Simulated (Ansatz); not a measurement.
Ansatz (a quantum-chemistry and plane-wave program) input (RPA@PBE/cc-pVTZ):

Ansatz 0.2 input:
```yaml
crystal:
  periodic: [false, false, false]
  atoms:
    - {symbol: C, position_ang: [0.23590132, 1.65404884, 0.29640781]}
    - {symbol: C, position_ang: [-1.03341660, 1.01180412, 0.74729723]}
    - {symbol: C, position_ang: [-1.59887062, -0.02579718, -0.24331466]}
    - {symbol: C, position_ang: [-0.97658772, -1.42451542, -0.14809893]}
    - {symbol: C, position_ang: [0.54336026, -1.47237580, 0.06642419]}
    - {symbol: C, position_ang: [1.35160007, -0.43609497, -0.72241246]}
    - {symbol: C, position_ang: [1.49319768, 0.91080502, 0.00481685]}
    - {symbol: H, position_ang: [0.30645341, 2.73283711, 0.36711952]}
    - {symbol: H, position_ang: [-0.90041842, 0.52325795, 1.72658684]}
    - {symbol: H, position_ang: [-1.77998118, 1.79241488, 0.90623098]}
    - {symbol: H, position_ang: [-2.67661825, -0.11862910, -0.08537284]}
    - {symbol: H, position_ang: [-1.47463180, 0.36881876, -1.25471064]}
    - {symbol: H, position_ang: [-1.45289825, -1.97410834, 0.66927458]}
    - {symbol: H, position_ang: [-1.22635699, -1.97042240, -1.06267583]}
    - {symbol: H, position_ang: [0.76761436, -1.34307707, 1.12994878]}
    - {symbol: H, position_ang: [0.88791836, -2.47812811, -0.18661538]}
    - {symbol: H, position_ang: [0.90911193, -0.28297345, -1.71129285]}
    - {symbol: H, position_ang: [2.35904155, -0.82328393, -0.89447666]}
    - {symbol: H, position_ang: [2.02346702, 0.70653837, 0.95276383]}
    - {symbol: H, position_ang: [2.16619174, 1.55950783, -0.56350024]}
basis:
  gaussian:
    orbitals: cc-pVTZ
hamiltonian:
  xc: pbe
magnetization: {spin_polarized: true, initial_magnetization: 1}
correlation: {method: rpa, electrons: outside_noble_gas}
```

Output:

```
Functional definition: PBE
integrals: 1.96 GiB planned
2203 factors; integrals over basis functions are off by at most 1.1e-3 eV
0.55 GiB of the device are held for the grids
2.99 GiB of device memory are held for the factors and their scratch space
mean field: 3.76 GiB planned
mean field evaluation 1: about -7439.8975 eV, gradient 6.6e1 eV
mean field evaluation 2: about -7439.8715 eV, gradient 6.6e1 eV
mean field evaluation 4: about -7460.9747 eV, gradient 1.3e1 eV
mean field evaluation 8: about -7461.7543 eV, gradient 4.3e-1 eV
mean field evaluation 16: about -7461.7552 eV, gradient 2.0e-4 eV
mean field -7461.75518591 eV, -274.2144453228 hartree, gradient 2.3e-6 eV, S^2 0.753636; 0 other end points of the search recorded, 0 dependent functions left out
7 core orbitals not correlated
reference -7418.55330823 eV, -272.6268056014 hartree; 21, 20 occupied and 364, 365 virtual orbitals, 2203 factors
Total energy: -7472.72258595 eV, -274.6174898405 hartree
```

It need not be the lowest isomer of its formula.
